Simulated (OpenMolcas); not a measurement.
## Sm3+: moving or changing the point charges

Sm3+ among 7 point charges of -1 e arranged as a pentagonal bipyramid (D5h), 2.5 Å from the ion, with the axial distance 2.475 Å.

```
Program             : OpenMolcas 26.06
Method              : CASSCF
Basis               : ANO-RCC-VDZP [7s6p4d2f1g]
Scalar Hamiltonian  : DKH2, point nucleus
Active space        : 5 electrons in 7 orbitals (4f)
State averaging     : 2S+1 = 6 odd, 21 roots; 2S+1 = 4 odd, 128 roots kept (CI in the orbitals of an earlier block, 108 in the spin-orbit step); 2S+1 = 2 odd, 130 roots kept (CI in the orbitals of an earlier block, 40 in the spin-orbit step)
Spin-orbit coupling : RASSI with atomic mean-field integrals over the reference wave functions
```

Runs around this geometry, states. Energies in cm-1 above the lowest state or level, χT in cm3 K/mol.

```
R (Å)  q (e)  Ground state  First state of that spin  First gap with spin-orbit (degeneracies)  Width of lowest J  χT at 300 K
  2.5   -0.5      2S+1 = 6                      29.1                               38.8 (2, 2)                107        0.305
  2.5     -1      2S+1 = 6                      59.2                               70.8 (2, 2)                209        0.304
 2.78     -1      2S+1 = 6                      19.9                               62.9 (2, 2)                153        0.305
    3     -1      2S+1 = 6                       4.8                               55.1 (2, 2)                122        0.305
```

Taking the width of the lowest J multiplet as R^-n, n = -ln(122 / 209) / ln(3 / 2.5) = 3.0 between the shortest and longest distance.

Scaling the charges by -0.5 / -1 = 0.50 scales the width of the lowest J multiplet by 107 / 209 = 0.51; with fixed orbitals a first-order splitting would follow the charge.

High states are left out of the spin-orbit mixing, which shifts the levels that they would mix with. This is an electrostatic model: the charges have no orbitals. An unlabelled pair can be two single states that coincide in this model. A group larger than the point group allows holds several states that coincide in this model. No measured value stands beside these numbers.

A state without a sure symmetry label is named by its multiplicity alone.
